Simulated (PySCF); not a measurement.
Sn(H)(NH2)2(NMe2), C₂H₁₁N₃Sn, SMILES C[N](C)[SnH]([NH2])[NH2] (GFN2-xTB optimised geometry):

```
17

Sn    -0.099    -0.417     0.000
N     -0.552     1.573     0.000
N      1.925    -0.417     0.000
N     -0.560    -1.342    -1.760
C     -1.936    -1.723    -1.970
C     -0.007    -0.743    -2.951
H     -0.888    -1.384     1.205
H      0.149     2.131     0.470
H     -1.448     1.813     0.404
H      2.313    -1.320    -0.246
H      2.353    -0.145     0.875
H     -2.563    -0.889    -2.307
H     -1.967    -2.501    -2.736
H     -2.353    -2.131    -1.052
H     -0.583     0.124    -3.294
H      1.018    -0.432    -2.762
H     -0.005    -1.490    -3.748
```

Level of theory: PBE0/def2-SVP, def2 effective core potentials past Kr run with PySCF.

### Question
What are the frontier orbital energies and the dipole moment?

### Answer
HOMO-2 -7.07 eV, HOMO-1 -6.92 eV, HOMO -5.81 eV, LUMO 0.37 eV, LUMO+1 0.88 eV; dipole moment 2.04 D.

On the same geometry PBE/def2-SVP, def2 effective core potentials past Kr (PySCF) gives HOMO-2 -5.55 eV, HOMO-1 -5.43 eV, HOMO -4.46 eV, LUMO -0.58 eV, LUMO+1 0.08 eV; dipole moment 1.85 D.
